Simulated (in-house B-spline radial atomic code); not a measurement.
Removal energies of one electron outside the 1s2 core along the 3-electron series, with the parts due to correlation (partial-wave tail included) and to Breit and QED terms, both contained in the total; recoil is left out. Computed with a B-spline radial code for spherical atoms: frozen-core Dirac-Hartree-Fock with a screened correlation potential.

```tsv
ion	Z	removal energy of 2s1/2 (eV)	correlation part of 2s1/2 (eV)	Breit and QED part of 2s1/2 (eV)	removal energy of 3p3/2 (eV)	correlation part of 3p3/2 (eV)	Breit and QED part of 3p3/2 (eV)
Sm59+	62	13262.7	0.18608	-19.274	5543.71	0.086933	-2.2612
Eu60+	63	?	?	?	?	?	?
Gd61+	64	14224.4	0.19161	-21.542	5925.51	0.086705	-2.5099
Tb62+	65	14720.9	0.19285	-22.75	6121.44	0.086811	-2.6412
Dy63+	66	?	?	?	?	?	?
Ho64+	67	15745.6	0.19256	-25.324	6523.38	0.087742	-2.9186
Er65+	68	16274.3	0.19148	-26.692	6729.42	0.087528	-3.0649
Tm66+	69	16814.1	0.19162	-28.118	6938.86	0.08747	-3.2163
```

(1) Fill in the row of Eu60+.

(2) Fill in the row of Dy63+.

## Answers

(1) removal energy of 2s1/2 (eV): 13738.4; correlation part of 2s1/2 (eV): 0.18519; Breit and QED part of 2s1/2 (eV): -20.384; removal energy of 3p3/2 (eV): 5732.94; correlation part of 3p3/2 (eV): 0.086725; Breit and QED part of 3p3/2 (eV): -2.3833.

(2) removal energy of 2s1/2 (eV): 15227.8; correlation part of 2s1/2 (eV): 0.19091; Breit and QED part of 2s1/2 (eV): -24.011; removal energy of 3p3/2 (eV): 6320.72; correlation part of 3p3/2 (eV): 0.086767; Breit and QED part of 3p3/2 (eV): -2.7775.
